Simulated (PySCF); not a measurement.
## C₆ coefficients of unlike pairs at LC-wPBE

Calculated with PySCF 2.14 from the dipole response of each species, C₆(A,B) = (3/π) ∫ α_A(iu) α_B(iu) du, in atomic units, from isotropic polarisabilities. For ions this is the dispersion term alone; charge-induced terms of lower order in 1/R come first.

```json
{"species": "Bi⁻", "configuration": "[Xe] 4f14 5d10 6s2 6p4 (3P)", "basis": "aug-cc-pVQZ-PP with one added diffuse shell each of s, p, d, f, g type with ECP60MDF (8s8p6d4f3g)", "relativity": "core potential", "α (bohr³)": "153.9", "C₆ (like pair)": "2548"}
{"species": "Si³⁺", "configuration": "[Ne] 3s1 (2S)", "basis": "dyall-av3z (19s12p3d2f)", "relativity": "spin-free X2C", "α (bohr³)": "7.432", "C₆ (like pair)": "13.98"}
{"species": "V³⁺", "configuration": "[Ar] 3d2 (3F)", "basis": "dyall-av2z (16s12p7d2f)", "relativity": "none", "α (bohr³)": "2.158", "C₆ (like pair)": "5.488"}
```

(1) Estimate C₆ for V³⁺ with Bi⁻.

No spin-orbit coupling is included, so Bi⁻, close to jj coupling, stand for model states.

The other pairs:

```
     pair     C₆
Si³⁺, Bi⁻  180.0
V³⁺, Si³⁺  6.754
```

Answers

(1) The integral gives 77.38. The combination rule 2 C_A C_B / (C_A α_B/α_A + C_B α_A/α_B) gives 65.46 and the geometric mean 118.3.
